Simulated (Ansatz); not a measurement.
CH₆O₃SZr, SMILES `C[O][Zr]([OH])([OH])[SH]` at its PBE0-D4/def2-TZVP geometry, where that method's forces vanish. Total charge 0; spin multiplicity 1. Zr takes the def2 core potential.

```xyz
12

C     0.5139    1.9982   -1.0108
O     0.1186    0.7977   -0.4364
Zr   -0.3510   -0.8731    0.3505
O    -0.3367   -0.6777    2.2604
O    -2.0186   -1.5080   -0.3486
S     1.3463   -2.5677   -0.2970
H     0.7366    2.7405   -0.2368
H    -0.2786    2.3954   -1.6540
H     1.4120    1.8514   -1.6198
H    -0.5140   -0.5257    3.1831
H    -2.8867   -1.5917   -0.7311
H     2.2583   -2.0394    0.5403
```

What forces (eV/Å) does PBE-D4/def2-TZVPP give on these atoms in Ansatz 0.2.0? (An estimate is asked.)

Computed: 
```
C1   0.040  0.145 -0.061
O2  -0.034 -0.091  0.035
Zr3  0.088 -0.130 -0.003
O4   0.117 -0.050 -0.113
O5   0.143 -0.113  0.052
S6  -0.066 -0.201 -0.199
H7   0.055  0.181  0.152
H8  -0.159  0.108 -0.148
H9   0.198 -0.010 -0.139
H10 -0.104  0.085  0.462
H11 -0.443 -0.022 -0.190
H12  0.164  0.098  0.152
```
